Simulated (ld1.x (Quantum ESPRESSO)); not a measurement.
**Plane-wave convergence, PAW potential for tantalum**

tantalum (Ta), PAW, made with ld1.x (Quantum ESPRESSO) 7.5 (LDA (PZ), non-relativistic). Core [Xe] 4f14, reference 5d3 6s2 6p0. Waves: 6s (bound): rcut 3.00, rcutus 3.20 bohr; 6s channel at 1.05 Ry: rcut 3.00, rcutus 3.20 bohr; 6p (bound, empty): rcut 3.35, rcutus 3.75 bohr; 6p channel at 2 Ry: rcut 3.35, rcutus 3.75 bohr; 5d (bound): rcut 2.15, rcutus 2.90 bohr; 5d channel at 0.05 Ry: rcut 2.15, rcutus 2.90 bohr. Local part: all-electron potential smoothed inside 2.20 bohr (lloc = -1). Core correction: Bessel-smoothed model core inside 2.35 bohr. Augmentation charge: GAUSS, radius 2.00 bohr.

The pseudo-atom Hamiltonian at the reference potential is diagonalised in spherical Bessel functions j_l(qr) that vanish at 20 bohr, with q² up to the cutoff. All-electron valence levels (Ry): 6s -0.3502, 6p -0.1176, 5d -0.3649.

Q: How do the lowest levels (Ry) of each channel move with the cutoff, and are there ghosts?

A:

```json
{"cutoff (Ry)": "8", "s #1": "-0.6672", "s #2": "-0.3502", "s #3": "0.0049", "p #1": "-0.1176", "p #2": "0.0463", "d #1": "-0.3491", "d #2": "0.0534", "f #1": "0.1055", "f #2": "0.2192", "Σ f·Δε (mRy)": "47.4"}
{"cutoff (Ry)": "10", "s #1": "-1.2732", "s #2": "-0.3502", "s #3": "0.0049", "p #1": "-0.1176", "p #2": "0.0463", "d #1": "-0.3617", "d #2": "0.0529", "f #1": "0.1055", "f #2": "0.2191", "Σ f·Δε (mRy)": "9.6"}
{"cutoff (Ry)": "12", "s #1": "-1.6218", "s #2": "-0.3502", "s #3": "0.0049", "p #1": "-0.1176", "p #2": "0.0463", "d #1": "-0.3645", "d #2": "0.0527", "f #1": "0.1055", "f #2": "0.2191", "Σ f·Δε (mRy)": "1.3"}
{"cutoff (Ry)": "15", "s #1": "-1.7980", "s #2": "-0.3502", "s #3": "0.0049", "p #1": "-0.1176", "p #2": "0.0463", "d #1": "-0.3647", "d #2": "0.0527", "f #1": "0.1055", "f #2": "0.2191", "Σ f·Δε (mRy)": "0.7"}
{"cutoff (Ry)": "18", "s #1": "-1.9000", "s #2": "-0.3502", "s #3": "0.0049", "p #1": "-0.1176", "p #2": "0.0463", "d #1": "-0.3648", "d #2": "0.0527", "f #1": "0.1055", "f #2": "0.2191", "Σ f·Δε (mRy)": "0.4"}
{"cutoff (Ry)": "21", "s #1": "-1.9231", "s #2": "-0.3503", "s #3": "0.0049", "p #1": "-0.1176", "p #2": "0.0463", "d #1": "-0.3649", "d #2": "0.0527", "f #1": "0.1055", "f #2": "0.2191", "Σ f·Δε (mRy)": "0.1"}
{"cutoff (Ry)": "400", "s #1": "-1.9403", "s #2": "-0.3503", "s #3": "0.0049", "p #1": "-0.1176", "p #2": "0.0463", "d #1": "-0.3649", "d #2": "0.0527", "f #1": "0.1055", "f #2": "0.2191", "Σ f·Δε (mRy)": "0.0"}
```

Result: ghost state, extra bound levels that the all-electron valence spectrum of the same l lacks: s at -26.4 eV (a true bound ghost makes a file unfit for plane-wave use); 10 mRy is reached at 10 Ry and 1 mRy at 15 Ry.

Test run stopped at test 8 of 9 (negative rho).
